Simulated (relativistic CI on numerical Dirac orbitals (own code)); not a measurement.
# What each ingredient does to the levels of Zr39+

Base calculation: Dirac-Coulomb-Breit CI, KLI orbitals optimised for each configuration, a model potential for QED.

CI space: 1s, 2s, 2p, 3s, 3p, 3d, 4s, 4p, 4d, 4f, 5s, 5p, 5d, 5f, 5g, 6s, 6p, 6d. Levels of other configurations are missing.

The lowest level and the first level of each name with at least 55 % of one term (blank where a level has no safe partner in the second run):

```tsv
Level	Base (eV)	Shift (eV)
1s 2S_1/2	0.0	0.0
2p 2P°_1/2	16642.7	+16.3
2s 2S_1/2	16645.2	+13.8
2p 2P°_3/2	16765.4	+16.1
3p 2P°_1/2	19764.2	+16.3
3s 2S_1/2	19765.0	+15.6
3d 2D_3/2	19800.5	+16.3
3p 2P°_3/2	19800.6	+16.2
3d 2D_5/2	19812.2	+16.3
4p 2P°_1/2	20851.7	+16.3
4s 2S_1/2	20852.0	+16.0
4d 2D_3/2	20867.0	+16.3
4p 2P°_3/2	20867.0	+16.3
4f 2F°_5/2	20871.9	+16.3
```

One thing was changed in a second run, which moved the levels as shown. Which?
A. configuration mixing switched off
B. Breit term removed
C. QED terms removed
D. non-relativistic limit

C. QED terms removed. QED shifts follow the density of s (and p1/2) electrons at the nucleus, so configurations move by their count of such electrons; where none moves, the smaller shifts of p3/2 electrons and of j = l + 1/2 against j = l − 1/2 set the pattern.
